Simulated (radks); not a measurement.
Dy-, 67 electrons, occupied as [Xe] 4f11 6s2. Calculated with a radial shooting solver on a logarithmic mesh with Libxc functionals: scalar-relativistic Kohn-Sham, r2SCAN, spin-polarised, spherical densities, finite nucleus; open shells are filled with parallel spins first (spin-orbit coupling, left out, can overturn this in heavy ions); meta-GGA in the generalised Kohn-Sham scheme; Fermi nuclear charge, rms radius 5.2218 fm; hard spherical wall at 6 bohr. Some entries of the table are withheld. Estimate them.

| orbital | occ. | eigenvalue (Ry) | <r> (bohr) |
|---|---|---|---|
| 1s up | 1 | -3947.963 | 0.02112 |
| 1s down | 1 | -3947.963 | 0.02112 |
| 2s down | 1 | -658.1452 | 0.08975 |
| 2s up | 1 | -658.1451 | 0.08975 |
| 2p up | 3 | -583.6085 | 0.07946 |
| 2p down | 3 | -583.6080 | 0.07946 |
| 3s up | 1 | -146.2693 | 0.2342 |
| 3s down | 1 | -146.1566 | 0.2341 |
| 3p up | 3 | -123.2686 | 0.2332 |
| 3p down | 3 | -123.1559 | 0.2331 |
| 3d up | 5 | -93.67005 | 0.2122 |
| 3d down | 5 | -93.58309 | 0.2120 |
| 4s up | 1 | -28.44501 | 0.5304 |
| 4s down | 1 | -28.19150 | 0.5304 |
| 4p up | 3 | -20.84157 | 0.5620 |
| 4p down | 3 | -20.58828 | 0.5621 |
| 4d up | 5 | -10.44496 | 0.6108 |
| 4d down | 5 | -10.19106 | 0.6114 |
| 5s up | 1 | -2.75150 | 1.314 |
| 5s down | 1 | -2.63296 | 1.331 |
| 5p up | 3 | -1.01025 | 1.583 |
| 5p down | 3 | -0.93447 | 1.610 |
| 6s up | 1 | 0.43980 | 3.487 |
| 6s down | 1 | 0.44979 | 3.504 |
| 5d up | 0 | 0.70508 | 2.938 |
| 5d down | 0 | 0.71339 | 3.002 |
| 4f up | 7 | 0.76009 | 0.9422 |
| 6p up | 0 | 0.76578 | 3.696 |
| 6p down | 0 | 0.77269 | 3.711 |
| 4f down | 4 | 0.96659 | 1.099 |
| 7s down | 0 | 1.89528 | (1) |
| 7s up | 0 | 1.89996 | (2) |

Answer. 
(1) 7s down <r> (bohr): 3.492
(2) 7s up <r> (bohr): 3.449
